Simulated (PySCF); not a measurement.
Predicted microwave data (PBE0-D3(BJ)/def2-SVP geometry optimisation, gas phase in PySCF 2.14.0) for one isomer of C5H6F2:

```
Rotational constants : A = 8458, B = 1365, C = 1222 MHz
Dipole components    : |μa| = 0.29 D, |μb| = 1.15 D, |μc| = 0.53 D
Inertial defect      : -16.20 u·Å²
κ                    : -0.96
```

Question: Which structure is it? (One computed conformer of each.)
A. `[CH2:1]=[C:2]([F:3])/[C:4]([F:5])=[CH:6]\[CH3:7]` with C1–C2–C4–F5 4°
B. `[F:1][CH2:2][C@H:3]([F:4])[CH:5]1[CH:6]=[CH:7]1` with F1–C2–C3–F4 -175°, C2–C3–C5–C6 -142°
C. `[CH2:1]=[CH:2][C@H:3]([F:4])[C:5](=[CH2:6])[F:7]` with C1–C2–C3–F4 -130°, C2–C3–C5–C6 117°
D. `[F:1][CH:2]=[C:3]1[CH2:4][CH:5]([F:6])[CH2:7]1` with C2–C3–C4–C5 -153°, C3–C4–C5–F6 -137°, C4–C5–C7–C3 17°, C2–C3–C7–C5 153°
E. `[F:1][CH2:2][CH2:3][C:4]1=[C:5]([F:6])[CH2:7]1` with F1–C2–C3–C4 177°, C2–C3–C4–C5 122°

Answer: D. It is FC=C1CC(F)C1, a near-prolate asymmetric top, point group C1. The candidates at the same level (rigid rotor, commonest isotopes):

```csv
SMILES,A (MHz),B (MHz),C (MHz),μa (D),μb (D),μc (D),Δ (u·Å²),point group,rotor
C=C(F)/C(F)=C\C,3533,2425,1453,0.66,0.18,0.07,-3.58,–,asymmetric top
C=C[C@H](F)C(=C)F,3609,2248,1518,0.64,0.42,0.06,-31.84,C1,asymmetric top
FCCC1=C(F)C1,7775,1066,991.2,0.29,0.62,0.07,-29.35,C1,near-prolate asymmetric top
FC[C@H](F)C1C=C1,3406,2384,1495,0.86,0.45,0.04,-22.33,C1,asymmetric top
FC=C1CC(F)C1,8458,1365,1222,0.29,1.15,0.53,-16.20,C1,near-prolate asymmetric top
```

`C=C(F)/C(F)=C\C` has B 78 % too high; `C=C[C@H](F)C(=C)F` has B 65 % too high; `FCCC1=C(F)C1` has B 22 % too low; `FC[C@H](F)C1C=C1` has B 75 % too high. No structure here is proved a minimum.
